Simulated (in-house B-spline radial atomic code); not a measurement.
A fraction x of an electron is removed from 5s in Xe³⁺, starting from [Kr] 4d10 5s2 5p3 and keeping the highest spin. Method: non-relativistic RPBE, spin-polarised, spherical fractional occupations, point nucleus. Calculated with an all-electron radial atomic-structure program (B-spline basis).

```
   x  E(x) - E(0) (eV)  5s down level (eV)
   0            0.0000             -46.085
0.03            1.3873             -46.402
0.15            7.0319             -47.677
0.35           16.7822             -49.835
0.41                 ?                   ?
 0.5           24.3819             -51.504
0.51           24.8975             -51.617
0.68                 ?                   ?
0.83           42.0215             -55.488
   1           51.6271                   -
```

(1) What belongs in the row x = 0.41?

(2) What belongs in the row x = 0.68?

(3) Check Janak's theorem between x = 0.03 and 0.15.

Results:

(1) An energy change of 19.7921 eV; 5s down at -50.496 eV.

(2) An energy change of 33.8400 eV; 5s down at -53.612 eV.

(3) The slope of the energy is 47.04 eV; the orbital levels give 47.04 eV (-ε of the emptying orbital, averaged over the two points).
